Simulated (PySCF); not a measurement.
Telling isomers of C$_{6}$H$_{8}$B$_{2}$ apart by NMR

- shieldings: GIAO PBE0/pcSseg-1
- couplings computed with B3LYP/pcJ-1 (spin–dipole term left out of most H,H and C,H couplings)
- geometry from PBE0-D3(BJ)/def2-SVP
- code: PySCF 2.14.0 with density-fitted response routines
- rapidly exchanging positions averaged, non-relativistic Hamiltonian, single conformer, isolated molecule

Scale: TMS for 1H (σ = 31.27 ppm), 13C (σ = 184.41 ppm) (reference shieldings calculated alike). Multiplet labels drop J under 1 Hz and among equivalent protons, and merge close values. Unscaled 3J(H,H) run several per cent high. Couplings to H on boron are left out. Carbons bonded to boron are broad in practice. Shifts are as computed. Against solution values, carbons near 30 ppm lie about +2 ppm off and those near 130 ppm about +5 ppm. Of 1313 compounds with measured shifts, 239 miss one by over three times the rms of a fit or turn the order of signals round; such compounds aren't used in these exercises.

(1) Tabulate the signals of `BC1=CBC=CC=C1`, `C=CB1C=CBC=C1` and their relative energies.

(2) What is the quickest way to tell BC1=CBC=CC=C1 from C=CB1C=CBC=C1?

## Answers

(1) 
```tsv
SMILES	carbon types	δC	δH	E rel. (kcal/mol)
BC1=CBC=CC=C1	1×C 5×CH	189.7, 166.9, 164.1, 158.4, 156.0, 142.1	9.61 (d, 1H), 8.64 (dd, 1H), 8.35 (d, 1H), 8.28 (dd, 1H), 7.70 (dd, 1H), 7.61 (br, 2H), 6.69 (br, 1H)	0.2
C=CB1C=CBC=C1	5×CH 1×CH2	165.2, 163.2, 159.0, 153.5	7.62 (m, 2H), 7.52 (m, 2H), 7.23 (m, 1H), 7.13 (m, 1H), 7.05 (m, 1H), 6.26 (br, 1H)	0.0
```

Energies are electronic energies at PBE0/pcSseg-1 on these geometries, without zero-point or thermal terms, each for the one conformer computed, which needn't be the lowest.

(2) Count the carbon signals: 6 against 4. The first has a fully substituted alkene carbon (C) at 166.9 ppm, the second a terminal =CH2 carbon at 159.0 ppm. Their most deshielded carbons lie at 189.7 and 165.2 ppm. In the proton spectra the most deshielded non-exchanging signals are 9.61 (d, J = 2.1 Hz, 1H) and 7.62 (m, 2H).
